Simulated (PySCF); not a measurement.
CH₅BrSi.

```xyz
8

Si     0.6551     1.0262     0.0000
C     -0.7796     2.2208     0.0000
Br    -0.1222    -1.0705     0.0000
H      1.5017     1.1850    -1.2169
H      1.5017     1.1850     1.2169
H     -1.4060     2.0746     0.8925
H     -0.4076     3.2580     0.0000
H     -1.4060     2.0746    -0.8925
```
Charge 0, spin multiplicity 1.

Geometry: PBE0-D3(BJ)/def2-SVP.

Level of theory: PBE0/pcSseg-1 in PySCF. Non-relativistic, no solvent.

Problem. Give the absolute GIAO shielding of each atom: isotropic value and principal components (ppm). (The exact figures need the calculation; the answer reports its results.)

Solution. 
| atom | σ(iso) | σ11 | σ22 | σ33 | span |
|---|---|---|---|---|---|
| Si1 | 356.8 | 297.5 | 365.5 | 407.4 | 109.9 |
| C2 | 183.4 | 172.4 | 182.2 | 195.6 | 23.2 |
| Br3 | 2749.6 | 2608.0 | 2749.0 | 2891.8 | 283.8 |
| H4 | 26.1 | 21.6 | 24.6 | 32.0 | 10.4 |
| H5 | 26.1 | 21.6 | 24.6 | 32.0 | 10.4 |
| H6 | 30.5 | 26.1 | 28.9 | 36.6 | 10.5 |
| H7 | 30.9 | 26.4 | 27.2 | 39.2 | 12.7 |
| H8 | 30.5 | 26.1 | 28.9 | 36.6 | 10.5 |
